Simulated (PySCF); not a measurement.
Level of theory: M06-2X/def2-TZVP // B3LYP-D3(BJ)/def2-TZVP (PySCF). All species are isolated molecules in the gas phase. One relaxed conformer stands for a flexible species; it need not be the lowest. Delta-SCF ions had no search for a lower state. 

Reference species (SMILES): `[Al]([Cl])([Cl])[OH]` (H–O–Al–Cl torsion 180°) (neutral, multiplicity 1).

vertical ionisation energy (Delta-SCF): 11.94 eV
LUMO: -0.45 eV

Changed species: `[Al]([OH])([Cl])[OH]` (H–O–Al–Cl torsion 0°, Cl–Al–O–H torsion 180°) (2 of 3 Cl replaced by OH; the reference has 1 of 3 Cl replaced by OH).

What does the change do to the vertical ionisation energy (Delta-SCF) and LUMO?

the vertical ionisation energy (Delta-SCF) increases by 0.14 eV, to 12.08 eV; the LUMO rises by 0.27 eV, to -0.18 eV.
